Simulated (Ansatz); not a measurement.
Input for Ansatz (a program for electronic structure): R-PBE/def2-TZVPP on CuP, 2S+1 = 1, a spin state set in the input, which need not be the lowest, a point of a bond scan (R = 2.122 Å).

Ansatz 0.2 input:
```yaml
crystal:
  periodic: [false, false, false]
  atoms:
    - {symbol: Cu, position_ang: [0.00000000, 0.00000000, 0.00000000]}
    - {symbol: P, position_ang: [0.00000000, 0.00000000, 2.12222400]}
basis:
  gaussian:
    orbitals: def2-TZVPP
    pivot_positions_ang: [[0.00000000, 0.00000000, 0.00000000], [0.00000000, 0.00000000, 2.12222400]]
hamiltonian:
  xc: {name: PBE}
output: {forces: true, orbitals: {seedname: ./end}}
```

The head of its log:

```
WARN ansatz: RAYON_NUM_THREADS=1 ignored (pool sized by the plan → 1); use --threads N
Functional definition: PBE
integrals: 0.03 GiB planned
792 factors; their error is unknown
mean field: 0.25 GiB planned
mean field evaluation 1: about -53914.0574 eV, gradient 4.3e1 eV
mean field evaluation 2: about -53769.0240 eV, gradient 3.8e2 eV
```

Q: Give the final energy of this run.

A: -1981.3942 hartree.
